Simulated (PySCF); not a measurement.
Compound: C₄H₆F₃O (charge -1).
Structure used (GFN2-xTB), in Å, numbered top down from 1:
```xyz
14
C4H6F3O angstrom
C     -1.6043    0.0241   -0.4783
C     -0.7899    0.0280    0.8592
O     -1.2622    0.7582    1.8051
C      0.7407    0.5072    0.4563
C      1.5186   -0.3651   -0.4594
F      1.4794   -1.6807   -0.1683
F      1.1812   -0.2759   -1.7649
F      2.8741   -0.0788   -0.4649
H     -2.6236   -0.2838   -0.2525
H     -1.1845   -0.6628   -1.2122
H     -1.6364    1.0293   -0.8957
H     -0.6431   -1.0741    1.1281
H      1.2768    0.5698    1.4031
H      0.6725    1.5041    0.0222
```

The closed-shell SCF was solved with PySCF and density fitting under several settings on one GFN2-xTB geometry (grid level 2 and gas phase unless stated).

```csv
settings,basis functions,SCF cycles,E (Eh),HOMO (eV),LUMO (eV)
"BHandHLYP/6-311G**, energy threshold 1e-08 Eh",180,10,-530.6922,-1.23,6.77
"PBE0/cc-pVDZ, IEF-PCM water",142,14,-530.3645,-4.40,2.71
```

Problem. Estimate the row for these settings: wB97X-D/pcSseg-1, IEF-PCM benzene, grid level 1.

Solution. 
```
                                       settings  basis functions  SCF cycles     E (Eh)  HOMO (eV)  LUMO (eV)
wB97X-D/pcSseg-1, IEF-PCM benzene, grid level 1              166          11  -530.6500      -4.52       5.71
```

Problem. Over all rows, what range does the HOMO–LUMO gap span?

Solution. From 7.11 eV (PBE0/cc-pVDZ, IEF-PCM water) to 10.23 eV (wB97X-D/pcSseg-1, IEF-PCM benzene, grid level 1). The functional of the narrowest has 25 % exact exchange, that of the widest range-separated exact exchange.

wB97X-D ran without the empirical dispersion term, which would shift the total energy alone. Cycle counts include a coarse-grid stage where the run had one. All basis functions are spherical, in the Pople sets too. Geometry: GFN2-xTB, one conformer.
